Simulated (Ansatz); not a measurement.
`BO[SiH2]F` and `B[Se][SiH2]F` differ in one element.

Ansatz, PBE0-D4/def2-TZVP geometries, multiplicity 1. Each molecule was computed in one conformer, which needn't be the lowest.

Scalar relativity is left out up to krypton.

```
                                        property  `BO[SiH2]F`
size of the dipole moment (B3LYP/def2-TZVPP) / D         1.29
               LUMO energy (PBE/def2-TZVPP) / eV        -1.94
             HOMO energy (B3LYP/def2-TZVPP) / eV        -8.56
         HOMO–LUMO gap (ωB97M-V/def2-TZVPP) / eV        12.13
              LUMO energy (PBE0/def2-TZVPP) / eV        -0.90
              HOMO energy (PBE0/def2-TZVPP) / eV        -8.75
```

Question: What does the change do to each property? (Best estimate.)

Answer: Ansatz gave: 
| property | `B[Se][SiH2]F` | shift |
| --- | --- | --- |
| size of the dipole moment (B3LYP/def2-TZVPP) / D | 1.12 | -0.17 |
| LUMO energy (PBE/def2-TZVPP) / eV | -2.73 | -0.79 |
| HOMO energy (B3LYP/def2-TZVPP) / eV | -7.91 | 0.65 |
| HOMO–LUMO gap (ωB97M-V/def2-TZVPP) / eV | 10.39 | -1.74 |
| LUMO energy (PBE0/def2-TZVPP) / eV | -1.81 | -0.91 |
| HOMO energy (PBE0/def2-TZVPP) / eV | -8.17 | 0.58 |

With PBE0 the HOMO rises by 0.58 eV and the LUMO falls by 0.91 eV, so the gap narrows by about 1.49 eV. PBE moves the HOMO by 0.14 eV and ωB97M-V by 0.84 eV. Dipoles are sizes alone; their direction can turn.

B3LYP here is the variant with VWN-RPA as its local correlation; programs differ in this.

Spin–orbit coupling is left out; it splits and shifts lone-pair levels of the heavy atoms by tenths of an eV.
